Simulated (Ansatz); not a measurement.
The cluster K2F2. Total charge 0; quintet. Geometry PBE0-D4/def2-TZVP; atoms count from 1.

```xyz
4

K     2.441   -0.522   -0.639
K    -2.441    0.522    0.640
F    -0.462   -3.091    0.761
F     0.462    3.091   -0.762
```

In the quintet geometry the species has come apart into loosely held pieces. At PBE0-D4/def2-TZVP a singlet of charge 0 lies 11.42 eV below the quintet, each at its own geometry. The structure comes from a short search, and lower isomers may exist.

Estimate the Mulliken populations from the PBE0/def2-TZVP orbitals of Ansatz.


```csv
atom,charge (e),spin (α − β)
K1,-0.02,1.00
K2,-0.02,1.00
F3,0.02,1.00
F4,0.02,1.00
```
Mulliken values and Mayer orders depend strongly on the basis.

Where does the spin sit?

Summed by element: K 2.00, F 2.00, of 4 unpaired in all. Largest on single atoms: F3 1.00, F4 1.00, K1 1.00.
